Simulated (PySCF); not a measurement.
## How methods differ on the ionisation energy of W

W [Xe] 4f14 5d4 6s2 (5D) → W⁺ [Xe] 4f14 5d4 6s1 (6D), as a difference of total energies. Computed with PySCF 2.14 in x2c-QZVPPall (16s10p9d5f2g, 144 functions), with the spin-free X2C one-electron Hamiltonian (Gaussian nucleus). The calculations carry no spin-orbit coupling.

| method | ionisation energy (eV) |
| --- | --- |
| UHF | 5.886 |
| M06-2X | 8.233 |
| r2SCAN0 | 7.175 |

For comparison: 7.825 eV (measured; NIST levels, between the centres of gravity of the two terms).
